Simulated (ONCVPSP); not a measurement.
## What one change does to a pseudopotential (Sb (Z = 51), ONCV)

ONCVPSP 4.0.1 input, shortened (lines: element, Z, core and valence counts, functional; n l f; lmax; l rc ep ncon nbas qcut; lloc lpopt rc5 dvloc0; l nproj debl; icmod fcfact rcfact), PBE, scalar-relativistic:

```
  Sb 51.00    8    3        4      upf
    1    0    2.00
    2    0    2.00
    2    1    6.00
    3    0    2.00
    3    1    6.00
    3    2   10.00
    4    0    2.00
    4    1    6.00
    4    2   10.00
    5    0    2.00
    5    1    3.00
    2
    0    1.95    0.00    4    9    3.20
    1    2.10    0.00    5   10    3.50
    2    1.10    0.00    4    8    7.60
    4    5    0.85   -1.00
    0    2    1.60
    1    2    2.90
    2    2    0.30
    3    1.75    1.10
```

In the d channel the program set the typed energies aside and used -1.231, 0.250 Ha.

Change: local potential polynomial inside 0.85 bohr (lpopt 5, dvloc0 4 Ha).

Cutoffs: the cutoffs (Ha) at which the residual kinetic energy of the hardest occupied pseudo-wave falls to 1 and 0.1 mHa per electron; they do not see the model core or the augmentation charge, which bear on the density cutoff. Errors are all-electron minus pseudo energies relative to the spin-unpolarised reference configuration.

Problem. Predict the effect on cutoff, ghosts and configuration errors.

Solution. The potential gets neither clearly harder nor softer (172 Ha and 201 Ha → 172 Ha and 201 Ha); both files keep a bound ghost (d, p, s); of the 4 tests that both files solve, the error grows in 0 and shrinks in 1 by more than 15 % and 0.3 meV (median size 3.3 → 3.6 meV).

```tsv
quantity	base	changed
cutoff, loose	172 Ha	172 Ha
cutoff, tight	201 Ha	201 Ha
bound ghosts	s, p, d	s, p, d
GHOST(+) flags under 300 eV	s at 88.0 eV	none
error for 4d10 5s2 5p2, meV [ΔE 8.32 eV]	-2.0	-2.2
error for 4d10 5s2 5p1, meV [ΔE 24.29 eV]	-4.5	-5.1
error for 4d10 5s2 5p0, meV [ΔE 48.70 eV]	+1.3	+0.9
error for 4d9 5s2 5p3, meV [ΔE 40.74 eV]	-196	-190
s: phases at 1.98 bohr within 0.05 rad from the reference energy up to (Ha; the scan ends near 5)	2.9	3.3
p: phases at 2.13 bohr within 0.05 rad from the reference energy up to (Ha; the scan ends near 5)	4.1	4.1
d: phases at 1.11 bohr within 0.05 rad from the reference energy up to (Ha; the scan ends near 5)	to the end of the scan	to the end of the scan
rms error of d²Exc/dni dnj with the model core, mHa	3.72	3.72
```

 A true bound ghost makes a file unfit for plane-wave use even where its test errors are small: the radial tests pick states by their node count and pass the ghost by.
